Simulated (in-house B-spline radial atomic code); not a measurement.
Results of a calculation; reference values are marked as such.
**Making a Troullier-Martins p channel for Sb, r_c = 2.97 bohr**

Sb, [Kr] 4d10 5s2 5p3, non-relativistic LDA (VWN5), spherical and spin-unpolarised, from a B-spline radial code for spherical atoms (atomic units). The all-electron 5p level is ε = -0.185622 hartree, its outermost node lies just inside 1.06 bohr and its outer maximum at 2.35 bohr.

Inside r_c the pseudo-orbital is u(r) = r^2 exp(p(r)), with p = c0 + c2 r² + c4 r⁴ + … + c12 r¹². The seven coefficients follow from p and its first four derivatives at r_c, from zero curvature of the screened potential at the origin, c4 = −c2²/(2l + 5), and from the norm inside r_c. At r_c the all-electron orbital has P = 0.5867207, P' = -0.1575264, the screened potential V = -0.4017381, V' = 0.3167489, V'' = -0.36449, and the norm inside is Q = 0.5848561.

**Question.** What are p, p' and p'' at r_c?

**Answer.** p = ln(P/r_c^2) = ln(0.5867207/8.8209) = -2.71033. p' = P'/P − 2/r_c = -0.26849 − 0.67340 = -0.94189. The radial equation gives p'' = 2(V − ε) − 2(2) p'/r_c − p'² = -0.43223 − (-1.26853) − 0.88715 = -0.05085. Differentiating, p''' = 2V' + 2(2)p'/r_c² − 2(2)p''/r_c − 2p'p'' = 0.17908, and p'''' = 2V'' − 4(2)p'/r_c³ + 4(2)p''/r_c² − 2(2)p'''/r_c − 2p''² − 2p'p''' = -0.39649.

For a trial c2 the five matching conditions are linear in c0, c6, c8, c10 and c12, and c2 is varied until the norm inside r_c equals Q. The root nearest zero gives:

| n | c_n |
| --- | --- |
| 0 | -1.438683 |
| 2 | -0.07216604 |
| 4 | -0.000743991 |
| 6 | -0.005281916 |
| 8 | 0.0009581866 |
| 10 | -6.634842e-05 |
| 12 | 1.677503e-06 |

**Question.** Check c4 and p(r_c), and find the screened pseudopotential at the origin.

**Answer.** −c2²/7 = -0.000743991, as listed. The terms c_n r_c^n are -1.43868, -0.63657, -0.05789, -3.62519, 5.80098, -3.54320, 0.79021, which sum to -2.71033. Inverting the radial equation, V_l(r) = ε + 2 p'/r + (p'' + p'²)/2, so V_l(0) = ε + (2l + 3) c2 = -0.185622 + 5 × (-0.072166) = -0.5465 hartree, finite where the all-electron potential diverges.

Orbitals and screened potentials:

```csv
r (bohr),P,u,V all-electron,V pseudo
0.297,0.1506,0.02079,-64.4,-0.5475
0.742,-0.2745,0.1254,-11.07,-0.5822
1.188,0.137,0.2985,-3.644,-0.7168
1.634,0.4845,0.4893,-1.671,-0.8946
2.079,0.6273,0.6176,-0.9345,-0.8913
2.524,0.6395,0.6387,-0.5893,-0.631
2.97,0.5867,0.5867,-0.4017,-0.4017
```

Logarithmic derivatives P'/P at R = 3.27 bohr, for energies E around ε:

```
E − ε (hartree)  all-electron     pseudo
           -0.5      0.816516   0.812599
          -0.25      0.418161   0.415577
           -0.1     0.0441244  0.0432439
              0     -0.338971  -0.338975
            0.1     -0.977167  -0.980893
           0.25      -4.11362   -4.30527
            0.5       3.83347    3.44358
```

**Question.** With P(R) = 0.5353064 and a norm of 0.6795433 inside R, what slope in energy does norm conservation fix?

**Answer.** d(P'/P)/dE = −2 × (norm inside R)/P(R)² = -4.7429 per hartree·bohr at E = ε, for both atoms, since orbital and norm agree at R. Differences over ±0.1 hartree give -5.1065 (all-electron) and -5.1207 (pseudo), which also hold third-order terms. Half a hartree below ε the two curves differ by -0.0039.
